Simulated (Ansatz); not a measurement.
ClH$_{5}$OSSi$_{2}$, SMILES `O[SiH2]S[SiH2]Cl`. Total charge 0; spin multiplicity 1. The geometry is a stationary point of PBE0-D4/def2-TZVP. It is one conformer, not always the lowest.

```xyz
10

O     0.360   -2.178    0.481
Si    1.137   -0.747    0.628
S    -0.130    0.810    1.406
Si   -0.972    1.401   -0.438
Cl   -1.870   -0.198   -1.401
H    -0.418   -2.189   -0.083
H     2.211   -0.951    1.620
H     1.659   -0.264   -0.676
H    -2.021    2.403   -0.156
H     0.045    1.913   -1.381
```

Task: What is the dipole moment at B3LYP/def2-TZVPP? (Best estimate.)

Result: Ansatz gave: 1.22 D, with components (0.06, 0.95, -0.77) D in this frame, pointing from negative to positive charge.

Task: And with PBE, r2SCAN, ωB97M-V? (Estimate.)

Result: Ansatz gave: PBE 1.09 D, r2SCAN 1.14 D, ωB97M-V 1.21 D.

Task: Give the Mulliken charges with B3LYP, r2SCAN, PBE in def2-TZVPP. (Estimate.)

Result: Computed: 
```csv
atom,B3LYP,r2SCAN,PBE
O1,-0.38,-0.40,-0.33
Si2,0.52,0.54,0.44
S3,-0.30,-0.32,-0.26
Si4,0.45,0.49,0.38
Cl5,-0.26,-0.27,-0.23
H6,0.19,0.20,0.19
H7,-0.06,-0.07,-0.05
H8,-0.07,-0.08,-0.07
H9,-0.04,-0.05,-0.04
H10,-0.04,-0.05,-0.03
```

B3LYP here is the variant with VWN-RPA as its local correlation; programs differ in this.
